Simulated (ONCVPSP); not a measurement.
## Transferability test, ONCV potential for oxygen

oxygen, optimised norm-conserving Vanderbilt (ONCV), made with ONCVPSP 4.0.1 (PBE, fully relativistic). Core [He], reference 2s1 2p5. Waves: 2s: rc 0.85 bohr, ncon 5, nbas 9, qcut 9 1/bohr, 2 projectors, debl 2.7 Ha; 2p: rc 1.35 bohr, ncon 4, nbas 9, qcut 9.7 1/bohr, 2 projectors, debl 2.1 Ha; d scattering state at 0.04 Ha: rc 1.05 bohr, ncon 3, nbas 6, qcut 10 1/bohr, 2 projectors, debl 1.9 Ha. Local part: polynomial inside 0.70 bohr (lpopt 5, dvloc0 0 Ha). Core correction: none.

Open shells are filled in proportion to 2j + 1.

Energies are relative to the spin-unpolarised reference configuration 2s1 2p5; without spin polarisation the order of configurations can differ from experiment.

Task: Give the all-electron excitation energy and the error of the potential for: 2s2 2p4; 2s2 2p3; 2s2 2p2; 2s2 2p0.

Result:

```
valence configuration  charge  ΔE all-electron (eV)  error AE − PS (meV)
              2s2 2p4       0               -14.950                 +8.2
              2s2 2p3      +1                 1.481                  +63
              2s2 2p2      +2                35.067                 +257
              2s2 2p0      +4               165.840                +2074
```

Levels in the configuration 2s2 2p4:

```
   level  all-electron (eV)  pseudo (eV)
2s j=1/2            -23.961      -23.955
2p j=3/2             -9.018       -8.996
2p j=1/2             -9.054       -9.032
```
